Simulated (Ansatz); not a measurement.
Pulling the pair apart

The pair of F⁻ (SMILES [F-], atom 1) and CO (SMILES [C-]#[O+], atoms 2–3), both closed shells, in one local arrangement (a lower one may exist), relaxed at PBE0-D4/def2-TZVPD:

```xyz
3
angstrom
F -0.0080 0.0182 -1.3400
C 0.1982 -0.4497 0.3408
O -0.1902 0.4316 0.9992
```

CO is shifted rigidly along the line between the mean atom positions of the two fragments (negative: closer). Counterpoise interaction energies in kcal/mol. Program: Ansatz 0.2.0. Basis: def2-TZVPPD. Cores are frozen in the correlated methods.

```
shift (Å)  PBE-D4  wB97M-V     HF
    -0.18  -15.86   -12.46  -6.47
    -0.09  -17.77   -13.86  -7.33
     0.00  -18.69   -14.43  -7.82
     0.09  -18.91   -14.46  -8.14
     0.21  -18.43   -13.95  -8.42
     0.44  -16.22   -12.13  -8.41
     0.88  -11.02    -8.10  -6.95
     1.76   -4.71    -3.16  -3.56
```

(1) What does CCSD(T) give at these shifts? (Judge from chemistry; the value comes from the calculation.)

The T1 diagnostic stays at or below 0.023.

Answers

(1) By the calculation: -5.74, -7.75, -8.91, -9.50, -9.70, -8.98, -6.42, -2.67 kcal/mol. For zero shift, CCSD(T) at an estimated basis limit (MP2 extrapolated from triple and quadruple zeta, plus CCSD(T) − MP2 in triple zeta) gives -11.22 kcal/mol. These are counterpoise interaction energies, counted from the two frozen fragments.

For scale, one of the runs: CCSD(T)/def2-TZVPPD, 117 basis functions, launched by `ansatz run in.yaml --threads 2 --pin off --events-out ev --progress --plain --max-ram 5222MiB`. The run took about 6.5 s on 2 CPU threads of an Arm Neoverse N1 (shared host).
